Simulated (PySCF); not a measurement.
**Radial density of Br⁻ (bromine, charge -1)**

UHF, [Kr], closed-shell 1S. Computed with PySCF 2.14 in aug-cc-pVDZ-DK (6s5p3d, 36 functions), with scalar relativity by spin-free X2C-1e.

| r (bohr) | 4πr²ρ (e/bohr) |
| --- | --- |
| 0.000952 | 0.5765 |
| 0.00160 | 1.375 |
| 0.00269 | 3.228 |
| 0.00453 | 7.292 |
| 0.00762 | 15.24 |
| 0.0128 | 27.85 |
| 0.0216 | 40.64 |
| 0.0363 | 42.19 |
| 0.0610 | 35.39 |
| 0.103 | 46.48 |
| 0.173 | 45.83 |
| 0.290 | 27.89 |
| 0.488 | 34.85 |
| 0.821 | 12.97 |
| 1.38 | 4.881 |
| 2.32 | 2.922 |
| 3.91 | 0.5610 |
| 6.58 | 0.02558 |
| 11.1 | 0.0002082 |

Densities and radii are taken from the X2C orbitals without a picture-change correction, which distorts them close to the nucleus.
